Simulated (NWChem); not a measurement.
Electron attachment to H₂O₃P

```xyz
6

O      1.4550    -0.0949     0.5575
P      0.2260     0.0035    -0.2747
O     -0.9312    -1.1316    -0.0134
O     -0.6771     1.3269    -0.0171
H     -0.5481    -2.0139     0.0878
H     -1.6152     1.1577    -0.1829
```
Charge 0, spin multiplicity 2.

The numbers come from NWChem runs, not from measurements. All single points use one geometry, from UPBE0/def2-SVP, a minimum by its harmonic frequencies. It is one conformer; others weren't searched.

Basis set: def2-SVPD. The species with one electron more has spin multiplicity 1 and keeps the geometry of the parent. Δ marks differences of total energies (open shells unrestricted). −ε marks an orbital energy of the parent. That orbital need not have the symmetry of the hole or added electron in the Δ rows. The basis adds only a small set of diffuse functions.

B3LYP has NWChem's definition, with VWN1-RPA local correlation. The structure started from a generated list of species. The stability of the SCF solutions was not checked.

Q: For the vertical electron affinity, −ε(beta LUMO) of BLYP gives 4.48 eV and −ε(beta LUMO) of B3LYP gives 3.88 eV. What do −ε(beta LUMO) of PBE, −ε(beta LUMO) of BP86, ΔB3LYP give?

A: −ε(beta LUMO) of PBE: 4.43 eV; −ε(beta LUMO) of BP86: 4.55 eV; ΔB3LYP: 1.55 eV.
